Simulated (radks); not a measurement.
Species: Yb48+. Configuration: [Ar] 3d4 (the NIST ground configuration). All-electron calculation, scalar-relativistic Kohn-Sham, SCAN, spin-polarised, spherical densities, finite nucleus; open shells are filled with parallel spins first (spin-orbit coupling, left out, can overturn this in heavy ions); meta-GGA in the generalised Kohn-Sham scheme; Fermi nuclear charge, rms radius 5.3108 fm. Program: a radial shooting solver on a logarithmic mesh with Libxc functionals. Some entries of the table are withheld. Estimate them.

orbital  occ.  eigenvalue (hartree)  r(max) (bohr)
1s up       1             -2361.634        0.01237
1s down     1             -2361.606        0.01237
2s up       1             -488.9799        0.07036
2s down     1             -488.0427        0.07031
2p up       3             -443.8754        0.05741
2p down     3             -443.1338        0.05734
3s up       1                   (1)         0.1932
3s down     1                   (2)         0.1935
3p up       3             -167.4773         0.1890
3p down     3             -166.4130         0.1894
3d up       4             -152.9605         0.1516

Answer. 
(1) 3s up eigenvalue (hartree): -181.1812
(2) 3s down eigenvalue (hartree): -180.1534
